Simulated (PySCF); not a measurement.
Ge(H)2(F)(OH) (FGeH3O), SMILES [OH][GeH2][F]. Atoms are numbered in the order given.

```xyz
6

Ge    -0.2240    -0.2538     0.0284
O      1.4602    -0.3833    -0.5050
F     -0.5650     1.4407     0.3029
H     -1.0773    -0.7175    -1.1494
H     -0.4547    -0.9309     1.3867
H      2.1021    -0.1318     0.1671
```

Coordinates come from a B3LYP-D3(BJ)/def2-TZVP optimisation. Other conformers were not sampled.

Calculation: PBE0/pcSseg-2 run with PySCF.

GIAO shieldings, no solvent; atoms listed in one row are averaged. δ = σ(ref) − σ: ⁷³Ge against GeH4 (σ = 1662.5 ppm); ¹⁷O against H2O (σ = 327.8 ppm); ¹⁹F against CFCl3 (σ = 165.8 ppm); ¹H against TMS (σ = 31.54 ppm), references at their B3LYP-D3(BJ)/def2-TZVP geometries, non-relativistic.

Computed chemical shifts:
| nucleus | atoms | count | δ (ppm) |
|---|---|---|---|
| ⁷³Ge | Ge1 | 1 | 337.2 |
| ¹⁷O | O2 | 1 | 54.2 |
| ¹⁹F | F3 | 1 | -191.4 |
| ¹H | H5 | 1 | 6.15 |
| ¹H | H4 | 1 | 5.83 |
| ¹H | H6 | 1 | 1.98 |
